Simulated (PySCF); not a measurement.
## Removing the step error of a finite difference

System: H$_{4}$GeMgO, singlet, geometry from GFN2-xTB (such geometries of metal compounds can be far from the true shape). Level: PySCF with CAMB3LYP/cc-pVDZ, polarisability. Sums are taken with unrounded values, so a last digit can differ.

Second differences of the energy in a field along z gave a polarisability along z of 51.559 bohr³ at step 0.005 and 51.903 bohr³ at step 0.02 (atomic units).

Extrapolate to zero step.

The leading error of a symmetric difference goes as h², so A(h) = A0 + c h². Then c = (51.903 - (51.559))/(0.02² - 0.005²) = 919 (atomic units) and A0 = 51.559 - c × 0.005² = 51.536 bohr³. The analytic value from the same program and level is 51.537 bohr³: the smaller step missed it by 0.022, the extrapolation by -0.001.
